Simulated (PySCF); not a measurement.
Basis and Hamiltonian dependence of the ionisation energy of Xe⁺

Xe⁺ [Kr] 4d10 5s2 5p5 (2P) → Xe²⁺ [Kr] 4d10 5s2 5p4 (3P). Calculated with PySCF 2.14 from differences of total energies of unrestricted determinants, without spin-orbit coupling. Values in eV.

```csv
basis,Hamiltonian,functions,UHF,LDA,PBE0,MP2 (valence),CCSD(T) (valence),CCSD(T) (valence and next inner shell)
x2c-SVPall,spin-free X2C,36,20.245,21.531,n/a,20.738,20.739,n/a
def2-SVP with the def2 core potential (28 electrons),ECP,50,20.077,21.363,n/a,20.772,20.820,n/a
def2-TZVPPD with the def2 core potential (28 electrons),ECP,59,20.073,21.361,21.103,20.769,20.817,20.904
x2c-TZVPPall,spin-free X2C,60,20.100,21.413,21.124,20.756,20.808,20.890
"aug-cc-pVTZ-PP with one added diffuse shell each of d, f type with ECP28MDF",ECP,67,20.076,21.365,21.104,20.812,20.865,n/a
ANO-RCC-VTZP,spin-free X2C,68,20.096,21.421,21.142,20.858,20.924,21.040
"x2c-TZVPPall with one added diffuse shell each of s, p, d, f type",spin-free X2C,76,20.076,21.390,21.104,20.743,20.800,20.883
aug-cc-pVQZ-PP with ECP28MDF,ECP,92,20.068,21.369,21.101,20.930,21.011,n/a
aug-cc-pwCVTZ-PP with ECP28MDF,ECP,96,20.067,21.367,21.104,20.826,20.881,n/a
aug-cc-pVQZ-DK3,spin-free X2C,102,20.072,21.391,21.112,20.925,21.008,n/a
aug-cc-pwCVTZ-DK3,spin-free X2C,109,20.066,21.388,21.111,20.822,20.879,n/a
x2c-QZVPPall,spin-free X2C,112,20.070,21.395,21.112,20.913,20.997,n/a
"aug-cc-pwCVTZ-DK3 with one added diffuse shell each of s, p, d, f type",spin-free X2C,125,20.066,21.388,21.111,20.823,n/a,n/a
aug-cc-pV5Z-PP with ECP28MDF,ECP,139,20.066,21.366,21.099,20.982,n/a,n/a
```

Extrapolation of MP2 (valence) from aug-cc-pVQZ-PP with ECP28MDF and aug-cc-pV5Z-PP with ECP28MDF: the correlation parts are 0.862 and 0.916 eV; with the X⁻³ form and unrounded values, (5³ × 0.916 − 4³ × 0.862)/(5³ − 4³) = 0.973 eV, and adding the Hartree-Fock value 20.066 eV of the larger basis gives 21.039 eV.

Frozen in the all-electron rows: valence: [Kr] 4d10; valence and next inner shell: [Ar] 3d10; with a core potential, the same shells as far as they lie outside it.

Between the lowest levels the reference is 20.975 eV (semi-empirical (NIST evaluation); NIST Atomic Spectra Database, ionization energies); it includes spin-orbit coupling, which these numbers lack.
